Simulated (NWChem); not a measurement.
Correlation energy of ClSi (+1)

```xyz
2

Si     0.0000     0.0000     1.0934
Cl     0.0000     0.0000    -0.9005
```
Charge +1, spin multiplicity 1.

The numbers come from NWChem runs, not from measurements. Structure: optimised with PBE/def2-SVP, a minimum by its harmonic frequencies.

Basis set: def2-SVP. Each correlation energy counts from its own Hartree-Fock reference.

The correlated methods keep 10 core orbitals frozen. The structure started from a generated list of species. No row is a measurement; the coupled-cluster row has its own basis-set and correlation limits.

For the correlation energy, MP2 gives -193.9 mHa and SCS-MP2 gives -192.0 mHa. What do CR-CCSD[T], CR-CCSD(T), CCSD give?

CR-CCSD[T]: -225.7 mHa; CR-CCSD(T): -225.2 mHa; CCSD: -219.1 mHa.
